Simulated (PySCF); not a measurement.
Below is a simulated gas-phase P 2p photoelectron spectrum of PPPAs tetrahedron (AsP3).

Every computed line was given a Gaussian of 0.6 eV full width at half maximum and an area set by the number of equivalent atoms (split 2:1 within a doublet); the highest printed point is 100. Theory: delta-SCF UKS SCAN, pcX-2 on the ionised atom, pcseg-1 elsewhere, spin-free X2C (PySCF).

| binding energy (eV) | intensity |
| --- | --- |
| 135.6 | 0 |
| 135.7 | 1 |
| 135.8 | 2 |
| 135.9 | 6 |
| 136.0 | 15 |
| 136.1 | 29 |
| 136.2 | 50 |
| 136.3 | 74 |
| 136.4 | 93 |
| 136.5 | 100 |
| 136.6 | 93 |
| 136.7 | 75 |
| 136.8 | 53 |
| 136.9 | 37 |
| 137.0 | 30 |
| 137.1 | 33 |
| 137.2 | 40 |
| 137.3 | 48 |
| 137.4 | 50 |
| 137.5 | 45 |
| 137.6 | 35 |
| 137.7 | 23 |
| 137.8 | 13 |
| 137.9 | 7 |
| 138.0 | 3 |
| 138.1 | 1 |
| 138.2 | 0 |

Problem. How many maxima does the curve show, and how many computed lines lie under it?

Solution. The curve has 2 maxima (at 136.5 and 137.4 eV). Under it lie 2 lines from 1 inequivalent phosphorus site, drawn as a 2p3/2, 2p1/2 pair.

Problem. Decompose the envelope and assign each component. Bonds: P1–P2, P1–P3, P1–As4, P2–P3, P2–As4, P3–As4.

Solution. 
```
position (eV)  relative area     line     atoms                      environment
       136.50           2.00  P 2p3/2  P1/P2/P3  phosphorus bonded to As and 2 P
       137.39           1.00  P 2p1/2  P1/P2/P3  phosphorus bonded to As and 2 P
```

No satellites, vibrations or lifetime broadening are included. Atoms equivalent by their bonding share one computed value, that of the first of them. Spin–orbit and ligand-field terms were added within each 2p shell after the spin-free SCF. 2p1/2 minus 2p3/2 (ligand field included): P 0.89 eV. Geometry: PBE0-D3(BJ)/def2-SVP; no solvent, vibrations or thermal averaging.

Hardware: one thread of an Arm Neoverse V2, on a shared host. Cost: 4.8 s.
